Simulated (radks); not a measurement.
Problem. Sm I, configuration [Xe] 4f4.5 6s2 6p1.5 (fractional occupations, a model configuration). Method: scalar-relativistic Kohn-Sham, PBE, spin-unpolarised, spherical densities, point nucleus; computed with a radial shooting solver on a logarithmic mesh with Libxc functionals. Some entries of the table are withheld. Estimate them.

orbital  occ.  eigenvalue (hartree)  r(max) (bohr)
1s          2             -1716.006        0.01449
2s          2             -280.8971        0.08215
2p          6                   (1)        0.06635
3s          2                   (2)         0.2337
3p          6             -52.57451            (3)
3d         10             -39.76421         0.1878
4s          2                   (4)         0.5389
4p          6              -9.67825         0.5621
4d         10              -5.30095         0.5857
5s          2              -1.96242          1.239
5p          6              -1.17648          1.391
4f        4.5              -0.59150         0.6002
6s          2              -0.22400          3.232
6p        1.5              -0.09694          4.077

Solution. 
(1) 2p eigenvalue (hartree): -250.6112
(2) 3s eigenvalue (hartree): -62.03999
(3) 3p r(max) (bohr): 0.2291
(4) 4s eigenvalue (hartree): -12.79733
